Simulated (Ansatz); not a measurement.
Relaxation of CH7AlClNSi (12 atoms, charge 0, multiplicity 1), to a largest force component of 0.02 eV/Å in at most 40 steps.

Level of theory: RKS LDA/STO-3G (Ansatz 0.2.0).

```xyz
12
Properties=species:S:1:pos:R:3
C -1.519 0.572 -0.188
Si -0.088 -0.516 -0.117
N 0.187 -0.972 1.572
Al 1.875 0.629 -0.975
Cl 2.477 2.491 -0.042
H -1.372 1.544 0.400
H -2.429 0.092 0.208
H -1.716 0.919 -1.262
H -0.336 -1.704 -0.872
H 1.024 -1.641 1.602
H -0.627 -1.510 1.928
H 2.599 0.041 -2.219
```

Question: Where does it end, and by what steps?

Answer: The run converged. The force dipped under the threshold on the way, but the program's further checks kept it going. Limits of this set-up: minimal basis. After 34 steps the energy has fallen by 0.557 eV; Cl5 moved furthest, 2.13 Å.

| step | energy less start (eV) | largest force component (eV/Å) | accepted |
| --- | --- | --- | --- |
| 0 | 0.0000 | 3.174 | yes |
| 2 | -0.5007 | 0.261 | yes |
| 4 | -0.5064 | 0.028 | yes |
| 6 | -0.5078 | 0.034 | yes |
| 8 | -0.5088 | 0.099 | yes |
| 10 | -0.5129 | 0.260 | yes |
| 12 | -0.5205 | 0.152 | yes |
| 14 | -0.5279 | 0.345 | yes |
| 16 | -0.5363 | 0.071 | yes |
| 18 | -0.5420 | 0.119 | yes |
| 20 | -0.5467 | 0.261 | yes |
| 22 | -0.5505 | 0.058 | yes |
| 24 | -0.5531 | 0.148 | yes |
| 26 | -0.5523 | 0.216 | no |
| 28 | -0.5556 | 0.043 | yes |
| 30 | -0.5565 | 0.053 | yes |
| 32 | -0.5571 | 0.017 | yes |
| 34 | -0.5573 | 0.014 | yes |

```xyz
12
Properties=species:S:1:pos:R:3
C -1.482 0.731 0.081
Si -0.051 -0.442 -0.189
N 0.240 -1.235 1.380
Al 1.893 0.589 -0.830
Cl 1.721 2.289 -2.021
H -1.278 1.427 0.905
H -2.401 0.182 0.327
H -1.679 1.326 -0.821
H -0.490 -1.383 -1.228
H 0.927 -2.027 1.265
H -0.643 -1.714 1.701
H 3.320 0.202 -0.538
```

Run time: 4.7 min on 1 CPU thread of a shared host.
